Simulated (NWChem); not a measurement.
System: BeF, doublet; SMILES [Be][F]

```xyz
2

Be     0.0000     0.0000    -0.9672
F      0.0000     0.0000     0.4299
```
Atoms are numbered in this order, from 1.

Coordinates come from a PBE0/def2-SVP, spin-unrestricted optimisation. This spin state was assumed; another may lie lower. No stability test was run on the SCF state.

Task: List the 6 lowest vertical excitations from CAM-B3LYP/6-31+G* (spherical d), spin-unrestricted, TDA (NWChem).

Result: 
```json
[
 {"state": "state 1", "energy (eV)": "4.22", "oscillator strength": "0.187", "<S²>": "0.75"},
 {"state": "state 2", "energy (eV)": "4.22", "oscillator strength": "0.187", "<S²>": "0.75"},
 {"state": "state 3", "energy (eV)": "6.04", "oscillator strength": "0.161", "<S²>": "0.75"},
 {"state": "state 4", "energy (eV)": "6.16", "oscillator strength": "0.000", "<S²>": "0.75"},
 {"state": "state 5", "energy (eV)": "6.85", "oscillator strength": "0.006", "<S²>": "0.75"},
 {"state": "state 6", "energy (eV)": "6.85", "oscillator strength": "0.006", "<S²>": "0.75"}
]
```
